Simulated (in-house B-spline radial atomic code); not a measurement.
Values are calculated unless marked as measured or tabulated.
# Building a PAW f channel for Ta, r_c = 1.5 bohr

Ta, [Xe] 4f14 5d3 6s2, non-relativistic LDA (VWN5) (a model for so heavy an element), spherical and spin-unpolarised, from an all-electron radial atomic-structure program (B-spline basis) (atomic units; all potentials screened as in the neutral atom).

Two all-electron partial waves φ1, φ2 are integrated outwards at E1 = ε(4f) = -1.199346 and E2 = E1 + 2 hartree; φ1 is the bound orbital and φ2 has unit norm inside r_c = 1.4963 bohr. Smooth partners are polynomials, r^4(a0 + a1 r² + a2 r⁴ + a3 r⁶), matched to φ and three derivatives at r_c, with no condition on the norm. The local potential is -17.6581 + (18.9885) r² + (-8.5942) r⁴ + (1.44205) r⁶ inside 1.2251 bohr and the all-electron one outside.

```tsv
wave	φ(r_c)	φ'(r_c)	a0	a1	a2	a3
1	0.2573193	-0.4646317	1.176156	-1.19396	0.4276861	-0.05306289
2	1.651118	2.348924	0.6733752	-0.1257413	-0.03205503	0.008752102
```

Inside r_c the overlaps are <φi φj> = [[0.98146, -0.34290], [-0.34290, 1.00000]] and, for the smooth waves, [[0.08629, 0.20720], [0.20720, 0.64959]]. With χj = (Ej − T − V_local) applied to smooth wave j, the program's quadrature gives the matrix B_ij = <smooth i, χj> as [[-0.33949, 0.35757], [-0.74262, 0.62513]].

Question: Check the match of the first wave, and find the augmentation charges q_ij.

Answer: At r_c the four terms are 5.89576, -13.39991, 10.74669, -2.98523, which sum to 0.2573, φ1(r_c) to rounding. q_ij is the all-electron overlap less the smooth one: [[0.89518, -0.55009], [-0.55009, 0.35041]]. The smooth first wave has a norm of 0.0863 inside r_c against 0.9815, and q11 > 0 puts back the missing charge.

Question: B isn't symmetric. Show that D_ij = B_ij + Ej q_ij is.

Answer: Integrating by parts gives B12 − B21 = (E1 − E2) q12: 0.35757 − (-0.74262) = 1.10019, and −2 × (-0.55009) = 1.10019. So D12 = 0.35757 + (0.800654)(-0.55009) = -0.08287 and D21 = -0.74262 + (-1.199346)(-0.55009) = -0.08287; D11 = -1.41312, D22 = 0.90569. The projectors, p = (B⁻¹)ᵀ χ, are dual to the smooth waves; det B = 0.053.

Solving (T + V_local + Σ p D p) ψ = E (1 + Σ p q p) ψ in a sphere of 9 bohr gives these levels:

```csv
all-electron,one projector,two projectors
-1.199350,-1.199340,-1.199340
0.189820,0.191239,0.189825
0.464562,0.478110,0.464576
0.851343,0.901277,0.851345
1.360510,1.475400,1.360900
```

Question: What does the second projector gain?

Answer: With one projector the errors are +0.01, +1.42, +13.55, +49.93, +114.89 millihartree. With two the errors are +0.01, +0.01, +0.01, 0.00, +0.39 millihartree. The scattering is exact at E1 and at E2 = 0.801, and over all levels compared the largest error is 0.39 millihartree. The lowest eigenvalue of the overlap operator is 1 with one and 1 with two projectors. The smooth orbital alone needs a cutoff of 36 hartree for 1 millihartree of kinetic energy, against 102 for a norm-conserving Troullier-Martins orbital of the same radius; part of the gain comes from giving up the norm, part from the simpler form.
